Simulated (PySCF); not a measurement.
Hirshfeld charges from PBE0/pcSseg-1 densities (PySCF) at GFN2-xTB geometries, gas phase, one conformer each. Species are given as SMILES. The Hirshfeld scheme divides the density at each point in proportion to the densities of the neutral, spherically averaged free atoms.

(1) For each of these, name the hydrogen and the heavy atom of highest charge and the atom of lowest charge, and give the mean charge of the hydrogens: `[CH2:1]=[CH:2][SiH2:3]/[C:4]([SiH3:5])=[CH:6]/[SiH3:7]`; `[CH2:1]=[P:2][c:3]1[cH:4][cH:5][cH:6][o:7]1`; `[N:1]#[C:2][CH2:3][C@@H:4]([SiH3:5])[C:6](=[C:7]=[O:8])[CH:9]=[O:10]`; `[N:1]#[C:2][C:3]1([O:4][SiH2:5][OH:6])[CH2:7][CH2:8]1`; `[CH3:1][CH2:2][P:3](=[O:4])([CH2:5][CH3:6])[CH2:7][CH3:8]`; `[CH3:1][C@H:2]1[CH:3]=[CH:4][O:5][CH2:6][CH2:7]1`; `[O:1]=[CH:2][NH:3][C@@H:4]1[CH:5]=[CH:6][O:7][CH:8]=[C:9]1[F:10]`.

Answers

(1) 
```csv
SMILES,H of highest charge,its q (e),heavy atom of highest charge,its q (e),atom of lowest charge,its q (e),mean q of all H (e)
C=C[SiH2]/C([SiH3])=C/[SiH3],H on C1 (vinylic hydrogen),+0.050,Si3 (SiH2 silicon),+0.325,C4 (fully substituted alkene carbon),-0.166,-0.036
C=Pc1ccco1,H on C6 (aromatic hydrogen),+0.067,P2 (phosphorus bonded to 2 C),+0.100,C1 (carbon bonded to P and 2 H),-0.165,+0.054
N#CC[C@@H]([SiH3])C(=C=O)C=O,H on C3 (methylene hydrogen),+0.071,Si5 (SiH3 silicon),+0.273,N1 (nitrile nitrogen),-0.223,-0.004
N#CC1(O[SiH2]O)CC1,H on O6 (hydroxyl hydrogen),+0.185,Si5 (oxygen-bound silicon),+0.458,O6 (silanol oxygen),-0.301,+0.036
CCP(=O)(CC)CC,"H on C5, H on C7 or H on C2 (methylene hydrogen)",+0.049,P3 (phosphoryl phosphorus),+0.435,O4 (phosphoryl oxygen),-0.409,+0.044
C[C@H]1C=COCC1,H on C4 (vinylic hydrogen),+0.053,C4 (vinylic carbon bearing oxygen),+0.015,O5 (cyclic ether oxygen),-0.121,+0.041
O=CN[C@@H]1C=COC=C1F,H on N3 (amide N–H hydrogen),+0.131,C2 (amide carbonyl carbon),+0.134,O1 (amide oxygen),-0.281,+0.069
```

'Or' marks atoms within 0.002 e of each other.
